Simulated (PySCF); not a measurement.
## Sb⁴¹⁺ (antimony, charge +41): Hartree-Fock from Schrödinger to Dirac-Coulomb-Breit

Occupied: 1s1/2, 2s1/2, 2p1/2, 2p3/2. Hartree-Fock calculated with PySCF 2.14 in an even-tempered Gaussian basis (20 s from 6.5 bohr⁻², ratio 2.3; 15 p from 7.8 bohr⁻², ratio 2.3), Gaussian nucleus throughout. NR is non-relativistic, sf-X2C the spin-free one-electron X2C Hamiltonian, X2C adds the bare one-electron spin-orbit term, X2C-SNSO screens it by Boettger's factors, DC is four-component Dirac-Coulomb, and the Gaunt and Breit terms are added at first order (total energies over the DC spinors, levels after relaxing the spinors in that mean field). QED terms are absent. Levels marked empty are virtual spinors of this ion.

| Hamiltonian | E (hartree) | E − E(DC) (hartree) | CPU seconds |
| --- | --- | --- | --- |
| NR | -4770.1960 | 151.0490 | 0.65 |
| sf-X2C | -4918.4071 | 2.8379 | 0.38 |
| X2C | -4919.9188 | 1.3261 | 0.5 |
| X2C-SNSO | -4919.7988 | 1.4462 | 0.49 |
| DC | -4921.2450 | 0.0000 | 25 |
| DC+Gaunt | -4917.0066 | 4.2384 | 43 |
| DC+Breit | -4917.3770 | 3.8679 | 130 |

```json
{"level (eV)": "1s1/2", "NR": "-32194.6", "sf-X2C": "-33339.9", "X2C": "-33337.7", "X2C-SNSO": "-33337.8", "DC": "-33364.1", "DC+Gaunt": "-33294.0", "DC+Breit": "-33298.5"}
{"level (eV)": "2s1/2", "NR": "-6954.1", "sf-X2C": "-7269.0", "X2C": "-7268.4", "X2C-SNSO": "-7268.5", "DC": "-7271.6", "DC+Gaunt": "-7264.6", "DC+Breit": "-7265.1"}
{"level (eV)": "2p1/2", "NR": "-6697.8", "sf-X2C": "-6804.5", "X2C": "-6994.8", "X2C-SNSO": "-6986.7", "DC": "-6988.2", "DC+Gaunt": "-6975.8", "DC+Breit": "-6977.2"}
{"level (eV)": "2p3/2", "NR": "-6697.8", "sf-X2C": "-6804.5", "X2C": "-6719.0", "X2C-SNSO": "-6722.2", "DC": "-6724.5", "DC+Gaunt": "-6715.8", "DC+Breit": "-6717.1"}
{"level (eV)": "3s1/2 (empty)", "NR": "-2805.1", "sf-X2C": "-2900.8", "X2C": "-2900.7", "X2C-SNSO": "-2900.7", "DC": "-2901.4", "DC+Gaunt": "-2899.6", "DC+Breit": "-2899.8"}
{"level (eV)": "3p1/2 (empty)", "NR": "-2720.5", "sf-X2C": "-2762.4", "X2C": "-2810.5", "X2C-SNSO": "-2808.5", "DC": "-2808.9", "DC+Gaunt": "-2805.7", "DC+Breit": "-2806.2"}
{"level (eV)": "3p3/2 (empty)", "NR": "-2720.5", "sf-X2C": "-2762.4", "X2C": "-2740.6", "X2C-SNSO": "-2741.5", "DC": "-2741.9", "DC+Gaunt": "-2739.8", "DC+Breit": "-2740.2"}
```

```json
{"interval (eV)": "2p3/2 − 2p1/2", "X2C": "275.8", "X2C-SNSO": "264.5", "DC": "263.7", "DC+Gaunt": "260.1", "DC+Breit": "260.1"}
{"interval (eV)": "3p3/2 − 3p1/2", "X2C": "69.89", "X2C-SNSO": "67.03", "DC": "66.94", "DC+Gaunt": "65.96", "DC+Breit": "65.96"}
```

Weight of the small component: 1s1/2 0.0352, 2s1/2 0.00779, 2p1/2 0.00772, 2p3/2 0.00739, 3s1/2 0.00296, 3p1/2 0.00292, 3p3/2 0.00284.

Koopmans' value for the highest occupied level at DC+Breit: 6717.1 eV, against an ionisation energy of 6714 ± 4 eV (theoretical estimate listed by NIST; NIST Atomic Spectra Database, ionization energies); the former lacks relaxation, correlation, QED and recoil.

The whole ladder took 200 s of wall time on 1 thread of Neoverse-N1 (shared host), launched as `OMP_NUM_THREADS=1 python relrun2.py TASK.json OUT` (a driver that calls PySCF for each Hamiltonian).
